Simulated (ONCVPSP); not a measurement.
**PBE ONCV dataset for hydrogen (H), scalar-relativistic all-electron reference.**

| Quantity | Value |
| --- | --- |
| Element | hydrogen |
| Generator | ONCVPSP 4.0.1 |
| Type | optimised norm-conserving Vanderbilt (ONCV) |
| Functional | PBE |
| Relativity | scalar-relativistic |
| Frozen core | none |
| Valence charge | 1 |
| Reference configuration | 1s1 |
| Partial waves | 1s: rc 1.45 bohr, ncon 4, nbas 8, qcut 10.7 1/bohr, 2 projectors, debl 0.6 Ha; p scattering state at 0.05 Ha: rc 1.35 bohr, ncon 4, nbas 8, qcut 6.3 1/bohr, 2 projectors, debl 1.5 Ha |
| Local potential | polynomial inside 0.95 bohr (lpopt 5, dvloc0 -1 Ha) |
| Core correction | none |

All-electron outer shells of the reference configuration (PBE, scalar-relativistic, ld1.x):

```json
{"shell": "1s", "level (eV)": "-6.49", "outermost node (bohr)": "–", "outermost maximum (bohr)": "1.03"}
```

(1) Estimate the cutoffs (Ha) at which the residual kinetic energy of the hardest occupied pseudo-wave falls to 1 and 0.1 mHa per electron.

(2) What does a ghost test show?

Results:

(1) 17 Ha and 25 Ha.

(2) No bound ghost flagged; no localised positive-energy state flagged.
